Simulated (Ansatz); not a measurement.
Single points on In₉As₉H₂₆⁺, a nanocrystal cut from wurtzite InAs (hydrogen-capped).

```yaml
crystal:
  periodic: [false, false, false]
  atoms:
    - {symbol: As, position_ang: [1.244601, -4.038305, -0.304035]}
    - {symbol: In, position_ang: [-1.246386, -3.149084, 0.118875]}
    - {symbol: As, position_ang: [-1.010308, -2.936395, 2.888109]}
    - {symbol: In, position_ang: [-1.247208, -0.715779, -3.476242]}
    - {symbol: As, position_ang: [-1.147704, -0.665767, -0.699786]}
    - {symbol: In, position_ang: [-3.349089, 0.489828, 0.116150]}
    - {symbol: In, position_ang: [-1.070001, -0.615260, 4.243453]}
    - {symbol: As, position_ang: [-3.050798, 0.592818, 2.885527]}
    - {symbol: As, position_ang: [-2.872327, 3.090447, -0.313067]}
    - {symbol: In, position_ang: [3.381492, -2.896059, 1.026161]}
    - {symbol: In, position_ang: [3.245233, -0.880424, -3.341424]}
    - {symbol: As, position_ang: [1.052947, 0.608081, -3.850113]}
    - {symbol: As, position_ang: [3.159070, -0.750480, -0.574346]}
    - {symbol: In, position_ang: [1.021661, 0.588914, 0.150586]}
    - {symbol: As, position_ang: [0.940966, 0.544653, 2.914453]}
    - {symbol: In, position_ang: [0.869196, 3.251687, -3.343609]}
    - {symbol: As, position_ang: [0.931899, 3.109158, -0.576432]}
    - {symbol: In, position_ang: [-0.818678, 4.372378, 1.021620]}
    - {symbol: H, position_ang: [1.196235, -5.565389, -0.295122]}
    - {symbol: H, position_ang: [1.443970, -3.860467, -1.807347]}
    - {symbol: H, position_ang: [-2.594343, -4.210712, -0.150786]}
    - {symbol: H, position_ang: [-1.965647, -3.880752, 3.618272]}
    - {symbol: H, position_ang: [0.283572, -3.593238, 3.362994]}
    - {symbol: H, position_ang: [-1.090241, -2.418884, -3.837695]}
    - {symbol: H, position_ang: [-2.639560, 0.282266, -3.825578]}
    - {symbol: H, position_ang: [-4.941827, -0.147818, -0.154341]}
    - {symbol: H, position_ang: [-1.127956, -0.647291, 5.975369]}
    - {symbol: H, position_ang: [-4.346940, 0.240779, 3.616037]}
    - {symbol: H, position_ang: [-2.972059, 2.042978, 3.356659]}
    - {symbol: H, position_ang: [-2.612994, 3.169580, -1.815750]}
    - {symbol: H, position_ang: [-4.218790, 3.812640, -0.312474]}
    - {symbol: H, position_ang: [4.785778, -3.863114, 0.703747]}
    - {symbol: H, position_ang: [2.669391, -2.572359, 2.594619]}
    - {symbol: H, position_ang: [2.818567, -2.554026, -3.616792]}
    - {symbol: H, position_ang: [4.718706, -0.070617, -3.788472]}
    - {symbol: H, position_ang: [1.096728, 0.630831, -5.384323]}
    - {symbol: H, position_ang: [4.231120, 0.224851, -0.079527]}
    - {symbol: H, position_ang: [2.223960, -0.042696, 3.494695]}
    - {symbol: H, position_ang: [1.078491, 1.948325, 3.496134]}
    - {symbol: H, position_ang: [-0.791500, 3.725489, -3.619988]}
    - {symbol: H, position_ang: [2.311126, 4.118092, -3.787282]}
    - {symbol: H, position_ang: [2.310493, 3.550420, -0.076355]}
    - {symbol: H, position_ang: [-0.895966, 3.593045, 2.589709]}
    - {symbol: H, position_ang: [-0.956381, 6.072056, 0.699915]}
basis:
  gaussian: {orbitals: def2-SVP, fitting: {mean_field: def2-universal-jkfit}}
total_charge: 1
magnetization: {spin_polarized: true, initial_magnetization: 1}
hamiltonian: {xc: pbe0, dispersion: d4}
scf: {omitted_lower_state_checks: [starts]}
output: {orbitals: {seedname: orbitals}}
```

The file start.molden holds the orbitals of an earlier run on this structure, at another level or in another basis.

```sh
$ ansatz run in.yaml --threads 4 --pin off --events-out ev --progress --plain --max-ram 66560MiB --backend cuda --devices 0, --max-vram 37GiB
```

Output, abridged:

```
Functional definition: PBE0
4824 factors; integrals over basis functions are off by at most 3.5e-1 eV
mean field evaluation 1: about -594423.0976 eV, gradient 2.5e1 eV
mean field evaluation 2: about -594423.9518 eV, gradient 2.2e1 eV
mean field evaluation 4: about -594426.7985 eV, gradient 2.4e0 eV
mean field evaluation 8: about -594426.8508 eV, gradient 6.7e-1 eV
mean field evaluation 16: about -594426.8572 eV, gradient 6.5e-3 eV
mean field evaluation 32: about -594426.8572 eV, gradient 7.6e-5 eV
mean field -594426.85721247 eV, -21844.7840855631 hartree, gradient 6.9e-6 eV, S^2 0.755557; 0 other end points of the search recorded, 0 dependent functions left out
reference -594426.85731033 eV, -21844.7840891593 hartree; 256, 255 occupied and 396, 397 virtual orbitals, 4824 factors
Total energy: -594429.68494076 eV, -21844.8880026610 hartree
Checks for a lower state left out: starts
```

Run time 24 s (4 threads of AMD EPYC 7R13 on a shared host and a share (37 GiB) of an NVIDIA H100 80GB HBM3), peak host memory 1.5 GiB.

As the first input, with `gaussian: {orbitals: def2-SVP, fitting: {mean_field: def2-universal-jkfit}, initial_orbitals: start.molden}`, `hamiltonian: {xc: pbe, dispersion: d4}` (abridged; 19 s):

```
Functional definition: PBE
mean field evaluation 16: about -594409.8040 eV, gradient 3.3e-6 eV
mean field -594409.80402647 eV, -21844.1573925368 hartree, gradient 3.3e-6 eV, S^2 0.751575
Total energy: -594412.86888451 eV, -21844.2700239922 hartree
Checks for a lower state left out: starts
```

Geometry: PBE-D4/def2-SVP, that of the neutral singlet.

In the def2 sets In takes a core potential; there is no spin–orbit coupling. Single mean-field runs in def2-SVP are fitted with def2-universal-jkfit. At PBE-D4/def2-SVP the gap within one spin of the charge 1 doublet nearly closes, so an electron or hole may be smeared out by delocalisation error.
